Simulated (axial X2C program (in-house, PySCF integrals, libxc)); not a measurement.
**Spin–orbit effects down a group: molecules with As (ions), CCSD**

All values come from calculations with an axial X2C code built on PySCF integrals, spin-free (one-electron X2C) or two-component (2c: spin–orbit coupling with atomic mean-field Coulomb and Gaunt terms, which also bring small scalar terms), in Dyall basis sets with cores contracted in-house; open shells are unrestricted.

Basis sets: As dyall-cv3z, H dyall-v3z, Li dyall-cv3z, Na dyall-cv3z. Frozen shells (counts by l): AsH⁺ As 3s2p1d, H none, 5 electrons correlated; LiAs⁺ As 3s2p1d, Li 1s, 5 electrons correlated; NaAs⁺ As 3s2p1d, Na 1s, 13 electrons correlated. Coupled cluster in natural virtuals with an MP2 remainder. Where the outer core of a metal is frozen, bonds come out longer and ionisation energies lower. Frozen cores can differ along the series, which adds to the trend.

| molecule | spin-free state | Re (Å) | ωe (cm⁻¹) | De (eV) | 2c state | Re 2c (Å) | ωe 2c (cm⁻¹) | De 2c (eV) |
| --- | --- | --- | --- | --- | --- | --- | --- | --- |
| AsH⁺ | M_S = 1/2, Λ = 1 | 1.528 | 2199.4 | 3.02 | Ω = 1/2 | 1.529 | 2196.7 | n/a |
| LiAs⁺ | M_S = 3/2, Λ = 0 | 2.785 | 223.1 | 0.40 | Ω = 3/2 | 2.785 | 223.6 | 0.40 |
| NaAs⁺ | M_S = 3/2, Λ = 0 | 3.144 | 109.8 | 0.26 | Ω = 3/2 | 3.143 | 110.0 | 0.26 |

**Question.** Work out the shifts from the spin-free to the two-component result.

**Answer.** 

| molecule | 2c state | ΔRe (Å) | Δωe (cm⁻¹) | ΔDe (eV) |
| --- | --- | --- | --- | --- |
| AsH⁺ | Ω = 1/2 | 0.001 | -2.7 | n/a |
| LiAs⁺ | Ω = 3/2 | 0.000 | 0.5 | 0.00 |
| NaAs⁺ | Ω = 3/2 | -0.001 | 0.2 | 0.00 |

Shifts of one unit in the last digit are rounding.

Fragments in 2c: As+ + H, As + Li+, As + Na+. Each entry is the lowest single determinant of a limited PBE0 search at one distance. De goes to single-determinant-based atoms at the same level (for ions the charge split of lowest energy) and is withheld (n/a) where an atom does not fit its ground term or J level. Main or longest-lived isotopes. One determinant is a doubtful description, or other states lie close, for LiAs⁺, NaAs⁺; these need not be ground states, and all values refer to the states named. With several unpaired electrons the Ω given is that of one determinant, not necessarily of the lowest component.
